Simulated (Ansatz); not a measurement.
Program: Ansatz 0.2.0.

A structure relaxed at PBE0-D4/def2-TZVP, charge 0, multiplicity 1:

```csv
atom,x (Å),y (Å),z (Å)
O1,-0.939,0.399,1.647
Si2,-0.392,0.849,0.157
Si3,0.577,-1.050,-0.808
Cl4,2.254,-1.594,0.263
H5,-1.267,1.083,2.233
H6,-1.501,1.336,-0.715
H7,0.616,1.944,0.247
H8,-0.351,-2.209,-0.823
H9,1.003,-0.757,-2.202
```

(1) Give its formula and SMILES.

(2) Summarise the bond lengths by kind.

Answers

(1) ClH5OSi2, `O[SiH2][SiH2]Cl`.

(2) 1 × O–Si 1.649 Å; 1 × H–O 0.958 Å; 1 × Si–Si 2.340 Å; 4 × H–Si 1.484 to 1.493 Å; 1 × Cl–Si 2.063 Å.
